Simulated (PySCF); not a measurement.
Simulated Cl 2p region for `[Cl][Ge]([Cl])([Cl])[Cl]`, binding energy against the vacuum level.

Every computed line was given a Gaussian of 0.7 eV full width at half maximum and an area set by the number of equivalent atoms (split 2:1 within a doublet); the highest printed point is 100. Computed with PySCF 2.14.0, delta-SCF UKS SCAN, pcX-2 on the ionised atom, pcseg-1 elsewhere, spin-free X2C.

binding energy (eV), intensity and a bar:
```
    205.7          1 
    205.8          1 
    205.9          4 #
    206.0          8 ##
    206.1         16 #####
    206.2         29 #########
    206.3         47 ##############
    206.4         67 ####################
    206.5         86 ##########################
    206.6         98 #############################
    206.7        100 ##############################
    206.8         91 ###########################
    206.9         74 ######################
    207.0         54 ################
    207.1         35 ##########
    207.2         20 ######
    207.3         11 ###
    207.4          5 ##
    207.5          3 #
    207.6          3 #
    207.7          6 ##
    207.8         11 ###
    207.9         18 #####
    208.0         28 ########
    208.1         38 ###########
    208.2         46 ##############
    208.3         50 ###############
    208.4         49 ###############
    208.5         42 #############
    208.6         32 ##########
    208.7         22 #######
    208.8         14 ####
    208.9          8 ##
    209.0          4 #
    209.1          2 
    209.2          1 
    209.3          0
```

Problem. Count the maxima, the lines and the sites behind this envelope.

Solution. The curve has 2 maxima (at 206.7 and 208.3 eV). Under it lie 2 lines from 1 inequivalent chlorine site, drawn as a 2p3/2, 2p1/2 pair.

Problem. Decompose the envelope and assign each component. Numbering: `[Cl:1][Ge:2]([Cl:3])([Cl:4])[Cl:5]`.

Solution. 
| position (eV) | relative area | line | atoms | environment |
| --- | --- | --- | --- | --- |
| 206.67 | 2.67 | Cl 2p3/2 | Cl1/Cl3/Cl4/Cl5 | chlorine bonded to Ge |
| 208.32 | 1.33 | Cl 2p1/2 | Cl1/Cl3/Cl4/Cl5 | chlorine bonded to Ge |

Problem. What are the centre and the root-mean-square width of the whole band?

Solution. The area-weighted mean of the lines is 207.22 eV. Their own spread about it is 0.78 eV (rms) and each Gaussian has σ = 0.7/2.355 = 0.30 eV; the variances add, which gives 0.83 eV.

No satellites, vibrations or lifetime broadening are included. Atoms equivalent by their bonding share one computed value, that of the first of them. Spin–orbit coupling isn't in the SCF: each 2p doublet comes from a relaxed spin-free hole plus a matrix of the shell (mean-field spin–orbit coupling and the ground-state 2p splitting), with 2p3/2 averaged over its two sublevels. 2p1/2 minus 2p3/2 (ligand field included): Cl 1.65 eV. Geometry: PBE0-D3(BJ)/def2-SVP; no solvent, vibrations or thermal averaging.
